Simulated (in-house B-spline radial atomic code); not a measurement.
Results of a calculation; reference values are marked as such.
# Correlation energy from the adiabatic connection: −Z/r, Z = 7.5

Two electrons in a singlet, external potential −Z/r, Z = 7.5 (atomic units). Full CI in B-splines (partial waves to l = 8, correlation up to 0.6 % small) with the density held fixed gives W(λ) = <V_ee>_λ − U, and E_c is the integral of W(λ) − W(0) from 0 to 1.

```
   λ  W(λ) − W(0) (hartree)
   0                0.00000
0.02               -0.00187
0.05               -0.00466
0.12               -0.01114
0.25               -0.02305
 0.4               -0.03660
 0.6               -0.05436
 0.8               -0.07177
   1               -0.08883
```

(1) Integrate the table by the trapezoid rule.

(2) Now use only three numbers: W(0) = -4.4648, the initial slope W'(0) = -0.09339 (extrapolated from the first points) and the strong-coupling limit of the point-charge-plus-continuum model, W∞ = -6.3392. What do second-order theory and the interpolation W(λ) = W∞ + (W(0) − W∞)/√(1 + 2χλ) of Seidl, Perdew and Levy give?

Results:

(1) The strips give -0.00002, -0.00010, -0.00055, -0.00222, -0.00447, -0.00910, -0.01261, -0.01606, which sum to -0.04513 hartree. The direct value, W(1) − W(0) + T_c with T_c = 0.04367, is -0.04516; the curve is convex, so chords lie above it and the trapezoids fall short in size by 0.05 %.

(2) Second order keeps the slope alone: E_c = W'(0)/2 = -0.04670, +3 % in size against -0.04516. Matching the slope fixes χ = W'(0)/(W∞ − W(0)) = -0.09339/(-1.87440) = 0.04982. Integrating, with s = √(1 + 2χ) = 1.048641, E_c = −(W(0) − W∞)(s − 1)/(s + 1) = −1.87440 × 0.048641/2.048641 = -0.04450 hartree, -1.4 % in size against the full result. At λ = 1 the formula gives W − W(0) = -0.08694 against -0.08883. Part of the miss can come from the model's W∞.
